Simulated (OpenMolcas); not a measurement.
How basis sets differ on InF (SMILES [F][In])

The species is InF (2 atoms), meant as a singlet with charge 0. SMILES: `[F][In]`. Geometry: a GFN2-xTB relaxation, a rough one for these elements and not checked as a minimum.

```xyz
2

F     0.0000    0.0000    0.0000
In    0.0000    0.0000    2.0255
```

Quantity: the HOMO–LUMO gap, in eV. The values are calculated.

```json
{"level": "HF/def2-SVP (core potential)", "kind": "Hartree–Fock", "program": "OpenMolcas", "value (eV)": "10.30"}
{"level": "HF/def2-SVPD (core potential)", "kind": "Hartree–Fock", "program": "OpenMolcas", "value (eV)": "10.29"}
{"level": "HF/def2-TZVP (core potential)", "kind": "Hartree–Fock", "program": "OpenMolcas", "value (eV)": "10.14"}
{"level": "HF/def2-TZVPPD (core potential)", "kind": "Hartree–Fock", "program": "OpenMolcas", "value (eV)": "10.10"}
{"level": "HF/def2-QZVPPD (RICD fitting, core potential)", "kind": "Hartree–Fock", "program": "OpenMolcas", "value (eV)": "10.03"}
```

The values span 10.03 to 10.30 eV. A Hartree–Fock LUMO above zero doesn't converge with the basis: it sinks as sets grow more diffuse. Orbital gaps aren't excitation energies.
